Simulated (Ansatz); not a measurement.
Reactions of C2H3F3SeSi (`C=C[Se][Si](F)(F)F`).

Computed with Ansatz on PBE0-D4/def2-TZVP structures; ΔE is electronic, products minus reactants. CBS: MP2 limit from def2 TZ/QZ plus the TZ coupled-cluster correction, frozen cores. This one scheme is used for every species. For Br, Ge, Se outer-core shells are correlated without core-valence functions, which leaves a few kJ/mol of doubt a bond. Scalar relativity is left out up to krypton. One conformer a species, not always the lowest.

Q: Order these by ΔE at CCSD(T)/CBS, lowest first. (Estimate.)
A. `C=C[Se][Si](F)(F)F` + `C[SiH2]Br` → `F[Si](F)(F)Br` + `C=C[Se][SiH2]C`
B. `C=C[Se][Si](F)(F)F` + `O[SiH3]` → `C=C[Se][SiH2]O` + `F[SiH](F)F`
C. `C=C[Se][Si](F)(F)F` + `C[SiH3]` → `C=C[Se][SiH2]C` + `F[SiH](F)F`
D. `C=C[Se][Si](F)(F)F` + `O[CH2][GeH3]` → `F[Si](F)(F)[GeH3]` + `C=C[Se]CO`
E. `C=C[Se][Si](F)(F)F` + `O[SiH2][SeH]` → `F[Si](F)(F)[SeH]` + `C=C[Se][SiH2]O`
F. `C=C[Se][Si](F)(F)F` + `C=CC` → `C=CC[Se]C=C` + `F[SiH](F)F`

A: B (-22.8 kJ/mol), C (-13.6 kJ/mol), E (-3.4 kJ/mol), A (+5.6 kJ/mol), D (+47.8 kJ/mol), F (+83.7 kJ/mol).

Largest T1 diagnostic: 0.012, for `F[Si](F)(F)[GeH3]`.
